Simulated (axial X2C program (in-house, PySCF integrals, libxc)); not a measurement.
What spin–orbit coupling does to ZrH⁺

All values were computed with an axial X2C code built on PySCF integrals. Spin-free means the one-electron spin-free X2C Hamiltonian; two-component (2c) means X2C with spin–orbit coupling and atomic mean-field two-electron Coulomb and Gaunt terms, so the difference of the two also holds small scalar two-electron terms. Basis: Zr dyall-cv3z [11s12p9d6f3g], H dyall-v3z [6s2p1d] (cores contracted in-house); Gaussian nuclei, density fitting, unrestricted open shells. Masses: Zr 89.905 u, H 1.008 u.

Spin-free state: M_S = 1, Λ = 2 (beyond evenly filled blocks: σα, δ+α); fragments Zr+ + H.

```
  level  Re (Å)  ωe (cm⁻¹)  De (eV)  μ (D)
   PBE0   1.802     1764.9    2.529  -2.78
     HF   1.828     1720.1    1.483  -3.71
    MP2   1.785     1858.5    2.360    n/a
   CCSD   1.806     1771.2    2.571    n/a
CCSD(T)   1.806     1766.2    2.614    n/a
    PBE   1.809     1733.9    2.605  -2.43
```

Correlated methods: 12 electrons correlated (number of frozen shells: Zr 3 s, 2 p, 1 d; H none), 242 virtual spin orbitals or spinors in MP2, 90 natural virtuals in coupled cluster.

Dipoles are positive if H is the positive end and refer to the centre of mass.

Two-component determinant lowest at the distance of the search:

Ω = 1 (⟨Sz⟩ = -0.98, ⟨Lz⟩ = 1.98 at HF); fragments Zr+ + H.

| level | Re (Å) | ωe (cm⁻¹) | μ (D) |
| --- | --- | --- | --- |
| PBE0 | 1.802 | 1763.8 | -2.78 |
| HF | 1.828 | 1718.4 | -3.72 |
| MP2 | 1.785 | 1856.1 | n/a |
| CCSD | 1.806 | 1769.4 | n/a |
| CCSD(T) | 1.807 | 1764.6 | n/a |
| PBE | 1.809 | 1732.8 | -2.43 |

Problem. From the two tables, how do the constants change at the CCSD(T) level (2c against spin-free)?

Solution. At the CCSD(T) level Re is unchanged within 0.001 Å and ωe goes down by 1.6 cm⁻¹.

Occupations by symmetry block were frozen at the best pattern of an incomplete PBE0 search. Dissociation energies refer to the lowest single-determinant-based atoms at the same level and basis. De is not given where an atomic determinant may have missed its ground term or J level, or where the truncated virtual space spoils (T). Density functionals use the spin component along the axis (collinear). CCSD and (T) use frozen natural virtuals with an MP2 correction for the truncation; (T) itself is uncorrected, so its De runs slightly low. Other states lie close and PBE0, whose exact exchange favours high spin, may order them wrongly; the determinant shown need not be the ground state. The nearest other spin-free determinant of the search, M_S = 1, Λ = 3, lies 0.12 eV up at the distance of the search. Without a current term, density functionals place determinants with orbital angular momentum somewhat too high. With several unpaired electrons one determinant need not be a pure state. At some level and bond length an empty orbital lies below a filled one.
